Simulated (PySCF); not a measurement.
# Electron correlation in Zr+ (zirconium, charge +1)

[Kr] 4d2 5s1, high-spin 4F determinant. Computed with PySCF 2.14 in aug-cc-pVDZ-PP with ECP28MDF, with scalar relativity through the core potential. Frozen: 4s2 4p6; 3 electrons correlated.

MP2 pair energies summed by pair of shells (mhartree):

```csv
pair,energy,share (%)
4d-5s,-6.59,72.6
4d-4d,-2.48,27.4
```

Total MP2 correlation energy: -9.08 mhartree.

Same-spin part -9.08 and opposite-spin part 0.00 mhartree; SCS-MP2 scales them by 1/3 and 6/5 to -3.03 mhartree.
